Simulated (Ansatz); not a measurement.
Hg4S3. Charge 0, multiplicity 1. Geometry r2SCAN-D4/def2-SVP, basis def2-TZVP, Ansatz.

```tsv
atom	x (Å)	y (Å)	z (Å)
Hg1	-2.1732	-0.7475	1.3726
Hg2	3.6484	1.2321	-0.0844
Hg3	-1.3800	-2.2714	-0.7294
Hg4	0.6114	0.1897	-0.8783
S5	-1.5191	1.6733	1.6156
S6	0.3043	-1.6152	-2.4397
S7	0.5083	1.5389	1.1436
```

```tsv
run	HOMO (eV)	LUMO (eV)
A	-5.48	-4.39
B	-7.90	-0.69
C	-6.08	-3.49
D	-5.41	-4.09
E	-6.22	-3.51
F	-5.24	-4.10
```

In the def2 sets Hg takes a core potential; there is no spin–orbit coupling. Another isomer (singlet) lies 1.31 eV lower at PBE0-D4/def2-TZVP; other spin states weren't run for this one.

Question: The runs used HF, LDA (SPW92), PBE, PBE0, r2SCAN, r2SCAN0. Estimate which is which.

Answer: A LDA (SPW92) (0 % exact exchange); B HF (100 % exact exchange); C PBE0 (25 % exact exchange); D r2SCAN (0 % exact exchange); E r2SCAN0 (25 % exact exchange); F PBE (0 % exact exchange). Exact exchange lowers occupied and raises empty levels; among semilocal functionals meta-GGAs tend to open the gap a little, and such runs are hard to tell apart. The gap grows from 1.09 eV (LDA (SPW92)) to 7.21 eV (HF).
